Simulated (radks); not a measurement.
Values are calculated unless marked as measured or tabulated.
Dy35+, 31 electrons, occupied as [Ar] 3d10 4s2 4p1.

Level of theory: scalar-relativistic Kohn-Sham, LDA (Slater exchange, VWN5 correlation), spin-polarised, spherical densities, finite nucleus; open shells are filled with parallel spins first (spin-orbit coupling, left out, can overturn this in heavy ions); Fermi nuclear charge, rms radius 5.2218 fm (a radial shooting solver on a logarithmic mesh with Libxc functionals).

Energy parts (hartree):
part                       energy
total                 -11440.4797
kinetic                12389.6301
electron-nucleus      -26199.0528
Hartree                 2570.3498
exchange-correlation    -201.4068

Orbitals (lengths in bohr, moments of r in powers of bohr; <r^-3> diverges for s and p1/2; r(max) is where P^2 peaks):
orbital,occ.,eigenvalue (hartree),<r^-3>,r(max),<1/r>,<r^4>
1s up,1,-2023.411,-,0.01339,74.49,9.937e-07
1s down,1,-2023.379,-,0.01339,74.49,9.937e-07
2s up,1,-380.7755,-,0.07604,17.34,0.0001550
2s down,1,-380.7551,-,0.07604,17.34,0.0001550
2p up,3,-344.1311,12840,0.06163,16.11,0.0001163
2p down,3,-344.1034,12840,0.06163,16.11,0.0001163
3s up,1,-123.1094,-,0.2139,6.480,0.005552
3s down,1,-123.0749,-,0.2139,6.481,0.005544
3p up,3,-111.8269,2836,0.2096,6.090,0.005709
3p down,3,-111.7892,2837,0.2096,6.092,0.005698
3d up,5,-97.66581,383.1,0.1702,5.787,0.004312
3d down,5,-97.63154,383.3,0.1702,5.788,0.004302
4s up,1,-58.06118,-,0.4594,3.134,0.08274
4s down,1,-57.88915,-,0.4591,3.136,0.08276
4p up,1,-53.80319,912.6,0.4696,2.970,0.09259
4p down,0,-53.63143,913.5,0.4693,2.971,0.09268

The highest occupied level is 4p up at -1464.1 eV. The density falls to 0.001 e/bohr^3 at r = 1.10 bohr. The electron density at the nucleus is 7.763e+05 e/bohr^3 (large components only). For comparison, the ionisation energy in NIST's Atomic Spectra Database is 1520 eV (theoretical). In exact Kohn-Sham theory the highest level is minus the ionisation energy, but local and semilocal functionals leave it too shallow, through self-interaction and a potential that decays too fast; potentials with the right tail come closer. Spin moment in Bohr magnetons: 1. The spin density at the nucleus is -11.026 e/bohr^3 (1s -5.664, 2s 0.944, 3s -2.334, 4s -3.971).
